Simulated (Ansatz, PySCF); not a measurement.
Species: GeH3, charge 0, multiplicity 2. 
Coordinates optimised at B3LYP-D3(BJ)/def2-TZVP (Ansatz, a program for electronic structure):
```xyz
4

Ge    -0.0167    -0.0237    -0.0294
H      0.5517    -0.9452     1.0702
H     -1.1244     0.8871     0.5402
H      1.1063     0.8180    -0.6708
```
Charge 0, spin multiplicity 2.

Property: vertical ionisation energy (to the singlet state of charge +1; each state is the SCF solution reached for its spin; the molecule has degenerate orbitals, so one determinant may break the symmetry), in eV. Cores are frozen in the correlated levels unless marked. UHF or UKS for open shells. No spin-orbit coupling. Frozen are the shells of the preceding noble gas and the d and f shells that filled before the atom's block. No relativistic terms. CBS marks a two-point X^-3 extrapolation of the correlation energy; Hartree-Fock from the larger set.

```tsv
level	program	vertical ionisation energy (eV)	minus last row
HF/aug-cc-pVQZ	Ansatz	8.33	-0.36
PBE/def2-TZVPD	Ansatz	8.75	0.06
MP2/def2-SVPD	Ansatz	8.57	-0.12
RI-MP2/aug-cc-pVTZ	Ansatz	8.64	-0.05
SCS-MP2/aug-cc-pVDZ	Ansatz	8.50	-0.19
CCSD/def2-TZVPPD	Ansatz	8.63	-0.06
CCSD(T)/CBS(aug-cc-pVTZ,aug-cc-pVQZ)	Ansatz	8.69	0.00
```

For comparison, minus the highest occupied orbital energy (PySCF): 6.33 eV at PBE0/def2-TZVPD, 9.02 eV at HF/def2-TZVPD, 6.29 eV at PW6B95/def2-TZVPD.
